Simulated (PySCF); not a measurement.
ZrF and its ions

M06-L; Zr def2-TZVPPD with ECP28, F def2-TZVPPD; scalar-relativistic core potentials (PySCF 2.14). Neutral (UKS): quartet (σ ↑, δ ↑↑), Re = 1.890 Å, ωe = 645 cm⁻¹, HOMO -2.94 eV, LUMO -2.23 eV.

ZrF⁺ (UKS): triplet (σ ↑, δ ↑), Re = 1.838 Å, ωe = 719 cm⁻¹. The energies at the minima are -146.87192 hartree for ZrF and -146.64327 for ZrF⁺.

Task: Work out the adiabatic ionisation energy, without and with harmonic zero-point energies (1 hartree = 27.2114 eV, 1 eV = 8065.5 cm⁻¹), and the change of the bond length.

Result: At M06-L: 0.22865 hartree = 6.222 eV between the minima; the zero-point term (719.0 − 645.0)/2 cm⁻¹ = +0.005 eV makes it 6.226 eV. Re changes by -5.2 pm against the neutral. The electron leaves a δ orbital; in so polar a molecule the change of length follows mostly from the change of the ionic charges.

De is left out where the level can put another filling of the metal’s s and d shells below the measured ground configuration, by anything from nothing to about 1 eV. These are scalar-relativistic numbers at best; spin–orbit coupling would shift them, the dissociation energy most. With d or f electrons several states lie close, and the lowest PBE0 determinant need not be the measured ground state.
